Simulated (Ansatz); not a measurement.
Basis-set series for C$_{2}$H$_{2}$AlClO. The species carries charge 0 and has multiplicity 1. Geometry: relaxed with PBE0-D4/def2-TZVP.

Cartesian coordinates in Å:
```
Cl -2.8503 0.8984 -1.2601
Al -1.0318 0.3091 -0.4625
C 0.5232 0.6494 0.5413
C 0.7644 -0.6310 0.1893
O -0.1944 -1.2421 -0.5827
H 1.1660 1.2720 1.1403
H 1.6229 -1.2558 0.4343
```

| functional | basis | functions | energy (Eh) | HOMO (eV) | LUMO (eV) |
| --- | --- | --- | --- | --- | --- |
| PBE0-D4 | def2-SVP | 88 | -854.56369 | -6.78 | -1.07 |
| PBE0-D4 | def2-TZVPP | 205 | -854.98699 | -6.90 | -1.15 |
| ωB97M-V | def2-SVP | 88 | -854.91210 | -8.99 | 0.79 |
| ωB97M-V | def2-TZVPP | 205 | -855.33798 | -9.13 | 0.63 |

Q: Give the rows for def2-QZVPP. (Estimate.)

A: Ansatz gave: 
| functional | basis | functions | energy (Eh) | HOMO (eV) | LUMO (eV) |
| --- | --- | --- | --- | --- | --- |
| PBE0-D4 | def2-QZVPP | 371 | -855.01641 | -6.94 | -1.19 |
| ωB97M-V | def2-QZVPP | 371 | -855.36596 | -9.17 | 0.48 |

Positive LUMOs are unbound and depend on the basis.
